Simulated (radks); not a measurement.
The numbers below are computed, except where a source is named.
Task: Radial electron density D(r) = 4 pi r^2 rho(r) of an atom or ion with 39 electrons. Code: a radial shooting solver on a logarithmic mesh with Libxc functionals. Model: scalar-relativistic Kohn-Sham, LDA (Slater exchange, Perdew-Wang correlation), spin-polarised, spherical densities, point nucleus.

r (bohr),D(r) (e/bohr),spin D(r)
0.005016,13.63,-0.000319
0.006531,19.75,-0.000460
0.008505,27.54,-0.000640
0.01107,36.51,-0.000848
0.01442,45.40,-0.00107
0.01878,52.12,-0.00127
0.02445,54.49,-0.00146
0.03184,51.93,-0.00162
0.04179,47.32,-0.00126
0.05441,47.20,0.00203
0.07085,55.18,0.0163
0.09226,65.62,0.0604
0.1201,66.01,0.163
0.1564,53.28,0.338
0.2037,43.01,0.531
0.2652,47.48,0.588
0.3454,51.86,0.370
0.4497,38.68,0.0385
0.5856,19.61,0.123
0.7625,12.44,0.986
1.001,12.32,2.14
1.303,8.915,2.42
1.697,3.892,1.64
2.21,1.045,0.659
2.877,0.1700,0.141
3.747,0.01445,0.0137
4.879,0.0004855,0.000480

What is the nuclear charge?

Result: Z = 43. The innermost maximum, from 1s, lies near gamma/Z bohr with gamma = sqrt(1 - (Z/c)^2) = 0.949, here 0.0221 bohr (found: 0.0241), and its height grows with Z. The density is that of the technetium ion Tc4+ in [Kr] 4d3; the configuration itself is not fixed sharply by these data, and Z only to a few units. D(r) has 4 maxima, at r = 0.0241, 0.107, 0.329, 0.931 bohr, and minima at 0.0483, 0.212, 0.813 bohr, inside which lie 2.03, 11.07, 29.43 electrons.
